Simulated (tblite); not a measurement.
Compound: C₈H₂F₃ (doublet state).
SMILES: `C#CC=[C]C#CC(F)=C(F)F`

Level: GFN2-xTB in tblite, geometry and Hessian alike; calculated harmonic values, unscaled, isolated species. The method is semi-empirical: single wavenumbers can be off by several per cent or more. Open shells enter through the occupations alone, without spin polarisation, and single modes of such species can be off by tens of per cent.

Harmonic wavenumbers (cm⁻¹): 37.1, 40.4, 68.8, 91.4, 159.2, 170.6, 207.0, 241.2, 297.7, 317.6, 345.4, 354.2, 390.0, 417.9, 450.6, 494.4, 508.2, 613.5, 627.4, 677.9, 734.3, 892.0, 1026.8, 1081.6, 1188.7, 1221.0, 1375.4, 1587.6, 1887.4, 2074.9, 2242.5, 2966.0, 3393.2.

A = 2963, B = 351.3, C = 330.1 MHz; mass 155.011 u (most abundant isotopes); point group C1, symmetry number 1; spin multiplicity 2.

Zero-point energy?

Half the sum of the wavenumbers: 14091 cm⁻¹ = 40.29 kcal/mol.

What is S at 298.15 K and 1 bar for an ideal gas of classical rigid rotors and harmonic oscillators?

Translation 41.05, rotation 31.21, vibration 38.25, spin (R ln 2) 1.38: S = 111.9 cal/(mol K).

And Cp and H(298.15 K) − H(0)?

Cp = 41.84 cal/(mol K), of which vibrations give 33.89 (their classical limit is 33 R = 65.6); H(298.15 K) − H(0) = 8.08 kcal/mol without the zero-point energy, 5.71 from vibrations.

Which modes carry the vibrational entropy at 298.15 K?

37.1 cm⁻¹: 5.41; 40.4 cm⁻¹: 5.24; 68.8 cm⁻¹: 4.19; 91.4 cm⁻¹: 3.63; 159.2 cm⁻¹: 2.56; 170.6 cm⁻¹: 2.43 cal/(mol K); the other 27 give 14.80 together.

How do the functions run with temperature in this model?

| T (K) | S (cal/(mol K)) | Cp (cal/(mol K)) | H − H(0) (kcal/mol) | G − H(0) (kcal/mol) | ln q(vib) |
| --- | --- | --- | --- | --- | --- |
| 150 | 87.8 | 28.5 | 2.77 | -10.40 | 4.58 |
| 250 | 104.8 | 38.3 | 6.15 | -20.06 | 8.03 |
| 400 | 125.0 | 47.7 | 12.65 | -37.37 | 12.77 |
| 600 | 145.9 | 55.3 | 23.01 | -64.55 | 18.29 |
| 900 | 169.7 | 61.9 | 40.67 | -112.07 | 25.19 |

q(vib) and H(0) count from the zero-point level.

Blend soft modes into free rotors: weight 1/[1 + (100 cm⁻¹/ν̃)⁴] for the oscillator and the rest for a rotor with moment μB/(μ + B), μ = h/(8π²ν), B = 10⁻⁴⁴ kg m². What vibrational entropy results?

34.07 cal/(mol K) in place of 38.25, which changes −T·S at 298.15 K by +1.25 kcal/mol.

Hindered rotation and anharmonicity are outside this model. The structure is chiral; the term R ln 2 for an equal mix with its mirror image is left out.

Hardware: Intel Xeon at 2.70 GHz, one thread (shared host). Cost: 0.81 s. This covers the Hessian and the dipole derivatives.
